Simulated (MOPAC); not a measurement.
Job for MOPAC: AM1 on As2BH5 (SMILES [AsH2]B[AsH2]), a point of a torsion scan.

```
AM1 1SCF PRECISE CHARGE=0 THREADS=1
As2BH5

As     1.92741539 1    -0.10243554 1    -0.22853309 1
B      0.17831848 1    -1.04895647 1     0.03821488 1
As    -0.80664472 1    -1.84801794 1    -1.50946538 1
H      1.12649703 1     1.16207912 1    -0.42472616 1
H      2.13268669 1     0.28938770 1     1.21933597 1
H     -0.29940459 1    -1.17191045 1     1.10670688 1
H      0.03418851 1    -1.20026050 1    -2.59023626 1
H     -1.76638142 1    -0.68795294 1    -1.55114188 1
```

It printed:

```
*******************************************************************************
 **                                                                           **
 **                              MOPAC v23.2.5                                **
 **                                                                           **
 *******************************************************************************
 ** MOPAC's Digital Object Identifier: https://doi.org/10.5281/zenodo.6511958 **
 **                                                                           **
 ** Please cite the open-source release paper for use of this MOPAC version:  **
 ** J. E. Moussa and J. J. P. Stewart (2026)                                  **
 ** MOPAC: An open-source semiempirical molecular orbital program             **
 ** J. Open Source Softw., 11(119), 8025, https://doi.org/10.21105/joss.08025 **
 *******************************************************************************

                              AM1 CALCULATION RESULTS

 *******************************************************************************
 *  AM1        - The AM1 Hamiltonian to be used
 *
 *
 *
 *                 CHARGE ON SYSTEM = 0
 *
 *
 *
 *  PRECISE    - TIGHTER CRITERIA TO BE USED
 *  1SCF       - DO 1 SCF AND THEN STOP
 *  THREADS=1  - MULTI-THREADING NOT USED
 *  T=         - A TIME OF 172800.0 SECONDS REQUESTED
 *  DUMP=N     - RESTART FILE WRITTEN EVERY 7200.0 SECONDS REQUESTED
 *******************************************************************************
AM1 1SCF PRECISE CHARGE=0 THREADS=1
 As2BH5

   ATOM   CHEMICAL          X               Y               Z
  NUMBER   SYMBOL      (ANGSTROMS)     (ANGSTROMS)     (ANGSTROMS)

     1      As          1.92741539  *  -0.10243554  *  -0.22853309  *
     2       B          0.17831848  *  -1.04895647  *   0.03821488  *
     3      As         -0.80664472  *  -1.84801794  *  -1.50946538  *
     4       H          1.12649703  *   1.16207912  *  -0.42472616  *
     5       H          2.13268669  *   0.28938770  *   1.21933597  *
     6       H         -0.29940459  *  -1.17191045  *   1.10670688  *
     7       H          0.03418851  *  -1.20026050  *  -2.59023626  *
     8       H         -1.76638142  *  -0.68795294  *  -1.55114188  *



          CARTESIAN COORDINATES

    NO.       ATOM           X           Y           Z

     1        As          1.9274     -0.1024     -0.2285
     2         B          0.1783     -1.0490      0.0382
     3        As         -0.8066     -1.8480     -1.5095
     4         H          1.1265      1.1621     -0.4247
     5         H          2.1327      0.2894      1.2193
     6         H         -0.2994     -1.1719      1.1067
     7         H          0.0342     -1.2003     -2.5902
     8         H         -1.7664     -0.6880     -1.5511

  H: (AM1): M.J.S. DEWAR ET AL, J. AM. CHEM. SOC. 107 3902-3909 (1985)
  B: (AM1): M.J.S. DEWAR ET AL, ORGANOMETALLICS, 7, 513-521 (1988)
 As: (AM1): J. J. P. STEWART, J. MOL. MOD., 10, 155-164 (2004)

           Empirical Formula: H5 As2 B  =     8 atoms



      MOLECULAR POINT GROUP   :   C1


      RHF CALCULATION, NO. OF DOUBLY OCCUPIED LEVELS = 9


 -------------------------------------------------------------------------------
 AM1 1SCF PRECISE CHARGE=0 THREADS=1
 As2BH5



     1SCF WAS SPECIFIED, SO BFGS WAS NOT USED
     SCF FIELD WAS ACHIEVED


                              AM1 CALCULATION
                                                       MOPAC v23.2.5 Linux




          FINAL HEAT OF FORMATION =         33.07591 KCAL/MOL =     138.38962 KJ/MOL


          COSMO AREA              =        120.94 SQUARE ANGSTROMS
          COSMO VOLUME            =        109.85 CUBIC ANGSTROMS

          IONIZATION POTENTIAL    =          9.303028 EV
          HOMO LUMO ENERGIES (EV) =         -9.303 -0.055
          NO. OF FILLED LEVELS    =          9
          MOLECULAR WEIGHT        =        165.6927         POINT GROUP:  C1

          MOLECULAR DIMENSIONS (Angstroms)

            Atom       Atom       Distance
            H     8    H     5     4.88195
            H     6    H     7     3.22553
           As     3    H     4     2.46810


          SCF CALCULATIONS        =          1





   ATOM   CHEMICAL          X               Y               Z
  NUMBER   SYMBOL      (ANGSTROMS)     (ANGSTROMS)     (ANGSTROMS)

     1      As          1.92741539  *  -0.10243554  *  -0.22853309  *
     2       B          0.17831848  *  -1.04895647  *   0.03821488  *
     3      As         -0.80664472  *  -1.84801794  *  -1.50946538  *
     4       H          1.12649703  *   1.16207912  *  -0.42472616  *
     5       H          2.13268669  *   0.28938770  *   1.21933597  *
     6       H         -0.29940459  *  -1.17191045  *   1.10670688  *
     7       H          0.03418851  *  -1.20026050  *  -2.59023626  *
     8       H         -1.76638142  *  -0.68795294  *  -1.55114188  *

                             CARTESIAN COORDINATES

   1   As        1.927415390    -0.102435540    -0.228533090
   2    B        0.178318480    -1.048956470     0.038214880
   3   As       -0.806644720    -1.848017940    -1.509465380
   4    H        1.126497030     1.162079120    -0.424726160
   5    H        2.132686690     0.289387700     1.219335970
   6    H       -0.299404590    -1.171910450     1.106706880
   7    H        0.034188510    -1.200260500    -2.590236260
   8    H       -1.766381420    -0.687952940    -1.551141880


           Empirical Formula: H5 As2 B  =     8 atoms



      MOLECULAR POINT GROUP   :   C1


                  EIGENVALUES
 -23.59375 -19.64846 -17.60044 -13.26766 -12.50727 -11.64163 -11.47047 -10.37129
  -9.30303  -0.05533   0.11817   1.40524   1.47889   1.56558   1.84861   2.51733
   4.56994


              NET ATOMIC CHARGES AND DIPOLE CONTRIBUTIONS

  ATOM NO.   TYPE          CHARGE      No. of ELECS.   s-Pop       p-Pop
    1         As           0.288038        4.7120     1.85920     2.85276
    2          B          -0.061146        3.0611     1.37696     1.68419
    3         As           0.308280        4.6917     1.85038     2.84134
    4          H          -0.102700        1.1027     1.10270
    5          H          -0.124836        1.1248     1.12484
    6          H          -0.077241        1.0772     1.07724
    7          H          -0.125943        1.1259     1.12594
    8          H          -0.104452        1.1045     1.10445
 DIPOLE           X         Y         Z       TOTAL
 POINT-CHG.     0.562    -1.811    -1.150     2.217
 HYBRID        -1.076     2.988     1.555     3.536
 SUM           -0.514     1.177     0.406     1.347


          ATOMIC ORBITAL ELECTRON POPULATIONS

     Atom    s        px        py        pz
    1 As   1.85920   0.99178   0.91102   0.94996
    2  B   1.37696   0.62997   0.24774   0.80648
    3 As   1.85038   0.91473   1.01643   0.91018
    4  H   1.10270
    5  H   1.12484
    6  H   1.07724
    7  H   1.12594
    8  H   1.10445

 **********************
 *                    *
 * JOB ENDED NORMALLY *
 *                    *
 **********************




 == MOPAC DONE ==
```

The run finished.

Cost: about 0.04 core-seconds (a rough figure).
